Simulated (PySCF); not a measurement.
## Exercise with solution: chemical shift, span and skew from a shielding tensor

trimethylarsine (C₃H₉As), SMILES C[As](C)C. Atoms are numbered in the order given.

```xyz
13

C     -1.4724    -0.8501    -0.5160
As     0.0000     0.0000     0.4709
C      0.0000     1.7001    -0.5160
C      1.4724    -0.8501    -0.5160
H     -1.3307    -0.7683    -1.6046
H     -2.4231    -0.3708    -0.2396
H     -1.5327    -1.9130    -0.2396
H      0.0000     1.5366    -1.6046
H      0.8904     2.2839    -0.2396
H     -0.8904     2.2839    -0.2396
H      1.3307    -0.7683    -1.6046
H      2.4231    -0.3708    -0.2396
H      1.5327    -1.9130    -0.2396
```
Charge 0, spin multiplicity 1.

The structure is a stationary point at PBE0-D3(BJ)/def2-SVP.

GIAO shieldings from PBE0/pcSseg-1 (PySCF), non-relativistic, no solvent. The symmetric part of the tensor of C1 has the principal values 156.4, 161.3, 187.4 ppm. The same nucleus in TMS has σ = 186.3 ppm at this level (PySCF, at its B3LYP-D3(BJ)/def2-TZVP geometry).

Question: Work out the isotropic shielding, the ¹³C shift against TMS, the span and the skew.

Answer: 
σ(iso) = (σ11 + σ22 + σ33)/3 = 168.4 ppm. δ = σ(ref) − σ(iso) = 186.3 − (168.4) = 17.9 ppm.
Span Ω = σ33 − σ11 = 31.0 ppm. Skew κ = 3(σ(iso) − σ22)/Ω = 0.68. Tumbling in solution averages the tensor to δ; in a static solid the shielding alone would spread this spin-1/2 line over Ω.
